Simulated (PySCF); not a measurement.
**Br⁺: ionisation energy**

Br⁺ [Ar] 3d10 4s2 4p4 (3P) → Br²⁺ [Ar] 3d10 4s2 4p3 (4S), as a difference of total energies. All numbers are calculated (PySCF 2.14, scalar relativity by spin-free X2C-1e, in aug-cc-pVDZ-DK). Correlated levels: valence: [Ar] 3d10 frozen. The calculations carry no spin-orbit coupling.

```csv
method,ionisation energy (eV)
UHF,20.194
MP2 (valence),20.644
SCS-MP2 (valence),20.657
CCSD(T) (valence),20.690
```

Question: Estimate what CCSDT (valence) gives.

Answer: 20.692 eV, closest to CCSD(T) (valence) among the rows shown.

Question: Estimate what CCSD (valence) gives.

Answer: 20.677 eV, closest to CCSD(T) (valence) among the rows shown.

Errors of the correlated levels include the incompleteness of this basis and the frozen core.

For comparison: 21.409 eV (measured; NIST levels, between the centres of gravity of the two terms).
